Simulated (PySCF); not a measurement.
# Computed properties of SiCl2HI, SMILES Cl[SiH](Cl)I

SiCl2HI, SMILES Cl[SiH](Cl)I. Coordinates come from a B3LYP-D3(BJ)/def2-SVP optimisation. The def2 effective core potentials stand for the cores of I; spin–orbit coupling is left out. One conformer was computed; it need not be the lowest. All values are computed for the isolated molecule unless a solvent is named; none is compared with measurement here.

**Structure.** The optimised structure has Cs symmetry. All 9 harmonic modes at B3LYP-D3(BJ)/def2-SVP (PySCF) are real, so it is a minimum. With heavy atoms numbered as in [SiH:1]([Cl:2])([Cl:3])[I:4], the shortest bond between them is Si1–Cl3 at 2.060 Å and the longest Si1–I4 at 2.448 Å.

**Vibrations.** The strongest infrared lines (harmonic, unscaled, degenerate partners summed) lie at 773 cm⁻¹ (210 km/mol, H 93 %), 803 cm⁻¹ (118 km/mol, H 92 %), 534 cm⁻¹ (116 km/mol, Si 53 %, Cl 43 %). The softest mode is at 125 cm⁻¹ and the zero-point energy is 8.3 kcal/mol.

**Electronic structure.** ωB97X/def2-TZVP (PySCF) places the frontier levels at -10.35 and 0.74 eV, a gap of 11.09 eV, and gives a dipole moment of 0.84 D and a mean polarisability of 77.2 bohr³.

**Excitations.** TDA-B3LYP/def2-SVPD (PySCF) has S1 at 5.13 eV (242 nm, f = 0.006, weak); the most intense of the 10 singlets computed lies at 6.92 eV (f = 0.10). T1 (TDA) is at 4.66 eV, 0.47 eV under S1. No vertical singlet excitation falls in the visible range (under 3.1 eV).
